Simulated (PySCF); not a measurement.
# Boron: a sound run and one with changed settings

Sound run: B⁺ [He] 2s2, B²⁺ [He] 2s1. Computed with PySCF 2.14 in cc-pVTZ-DK, with the spin-free X2C one-electron Hamiltonian (Gaussian nucleus). The sound run starts from symmetry-adapted Hartree-Fock orbitals and uses a fine grid where one is needed.

Changed run: initial guess atom, at most 3 SCF cycles. This setting is unsound on purpose.

```csv
species,method,sound run (hartree),changed run (hartree),converged
B⁺,UHF,-24.24351,-24.24351,no
B⁺,B3LYP,-24.34982,-24.34982,no
B⁺,MN15,-24.33649,-24.33648,no
B²⁺,UHF,-23.38193,-23.38193,no
B²⁺,B3LYP,-23.44075,-23.44075,no
B²⁺,MN15,-23.43593,-23.43592,no
```

The SCF was stopped early; the energies are upper bounds that still move, and correlated levels were skipped or rest on poor orbitals.
